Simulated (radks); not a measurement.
Results of a calculation; reference values are marked as such.
Ionisation of I2+, [Kr] 4d10 5s2 5p3, to I3+, [Kr] 4d10 5s2 5p2, under several functionals. Scalar-relativistic Kohn-Sham, spin-polarised, spherical densities, point nucleus; open shells are filled with parallel spins first (spin-orbit coupling, left out, can overturn this in heavy ions); a radial shooting solver on a logarithmic mesh with Libxc functionals.

functional,E(I2+) (hartree),Exc (hartree),IE (eV),-e(HOMO) (eV),<r> HOMO (bohr),IE error (eV)
AM05,-7109.78791,-174.88494,30.271,25.470,2.190,+0.701
revPBE,-7115.58536,-180.72523,30.247,25.470,2.195,+0.677
SOGGA,-7111.96934,-177.07663,30.224,25.437,2.193,+0.654
OLYP,-7118.08256,-183.34783,30.229,25.427,2.183,+0.659
B86b exchange with PBE correlation,-7116.09591,-181.23663,30.286,25.502,2.195,+0.716
"LDA (Slater exchange, VWN5 correlation)",-7109.53975,-174.62819,30.386,25.562,2.191,+0.816
BP86,-7116.53898,-181.68067,30.354,25.548,2.192,+0.784

NIST Atomic Spectra Database: 29.57 eV (measured). Closest: SOGGA. The Delta-SCF values span 0.16 eV, the total energies 8.54 hartree. The highest occupied level is 5p. Open shells are spherical and high-spin; term and fine-structure splittings are not resolved. Spin-orbit splitting is averaged out at the scalar-relativistic level.
